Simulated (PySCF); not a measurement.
A GIAO shielding run with PySCF 2.14 (density fitting, non-relativistic, gas phase) on SMILES CCC[Si@](F)(CC)CCl, C₆H₁₄ClFSi:

```
$ OMP_NUM_THREADS=1 python probes_run.py task.json out

{"job": {"kind": "nmr", "xc": "PBE0", "basis": "pcSseg-1"}, "charge": 0, "multiplicity": 1}
C     -3.446035     0.851977     0.130867
C     -1.944484     0.865960     0.389368
C     -1.297327    -0.472427     0.028657
Si     0.556590    -0.542377     0.424221
F      0.712218    -0.503152     2.049683
C      1.588196     0.893706    -0.273621
C      3.088295     0.750257    -0.012935
C      1.292700    -2.248498    -0.030576
Cl     1.385033    -2.426395    -1.804824
H     -3.887532     1.812397     0.386549
H     -3.927941     0.082665     0.730222
H     -3.650575     0.647542    -0.917992
H     -1.759297     1.081910     1.442885
H     -1.484000     1.661891    -0.198369
H     -1.809263    -1.263970     0.580192
H     -1.468621    -0.673889    -1.029467
H      1.424458     0.988425    -1.347567
H      1.240300     1.825531     0.175824
H      3.283507     0.630830     1.049886
H      3.485987    -0.116068    -0.534951
H      3.621625     1.631933    -0.362554
H      0.687678    -3.076444     0.331694
H      2.303737    -2.374819     0.348763
```

Hardware: 1 thread of an Arm Neoverse V1, shared host. The job also computes population analyses, field gradients.

(1) How large is the calculation?

(2) How long does it take, and how much memory does it need?

## Answers

(1) 90 electrons, 237 basis functions and 1273 auxiliary functions.

(2) 75 s of wall time, with 12 SCF cycles and 4 response iterations; peak memory 1.1 GiB. Times on a shared host scatter by some tens of per cent.
